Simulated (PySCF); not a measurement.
Simulated Si 2p region for GeH10Si3 (HGe(SiH3)3), binding energy against the vacuum level.

Every computed line was given a Gaussian of 0.4 eV full width at half maximum and an area set by the number of equivalent atoms (split 2:1 within a doublet); the highest printed point is 100. Method: delta-SCF UKS SCAN, pcX-2 on the ionised atom, pcseg-1 elsewhere, spin-free X2C in PySCF 2.14.0.

binding energy (eV), intensity and a bar:
```
    105.9          0 
    106.0          2 #
    106.1          9 ###
    106.2         27 ########
    106.3         58 ##################
    106.4         91 ###########################
    106.5        100 ##############################
    106.6         78 #######################
    106.7         46 ##############
    106.8         27 ########
    106.9         30 #########
    107.0         43 #############
    107.1         51 ###############
    107.2         42 #############
    107.3         25 ########
    107.4         11 ###
    107.5          3 #
    107.6          1 
    107.7          0
```

Count the maxima, the lines and the sites behind this envelope.

The curve has 2 maxima (at 106.5 and 107.1 eV). Under it lie 2 lines from 1 inequivalent silicon site, drawn as a 2p3/2, 2p1/2 pair.

Decompose the envelope and assign each component. Bonds: Ge1–Si2, Ge1–Si3, Ge1–Si4. Hydrogens: H5 on Ge1; H6, H7, H8 on Si2; H9, H10, H11 on Si3; H12, H13, H14 on Si4.

```
position (eV)  relative area      line        atoms                   environment
       106.48           2.00  Si 2p3/2  Si2/Si3/Si4  silicon bonded to Ge and 3 H
       107.10           1.00  Si 2p1/2  Si2/Si3/Si4  silicon bonded to Ge and 3 H
```

What are the centre and the root-mean-square width of the whole band?

The area-weighted mean of the lines is 106.68 eV. Their own spread about it is 0.29 eV (rms) and each Gaussian has σ = 0.4/2.355 = 0.17 eV; the variances add, which gives 0.34 eV.

No satellites, vibrations or lifetime broadening are included. The first atom of each set that the bonding makes equivalent was ionised and stands for the set. Spin–orbit and ligand-field terms were added within each 2p shell after the spin-free SCF. 2p1/2 minus 2p3/2 (ligand field included): Si 0.62 eV. Isolated species at its PBE0-D3(BJ)/def2-SVP geometry, gas phase.
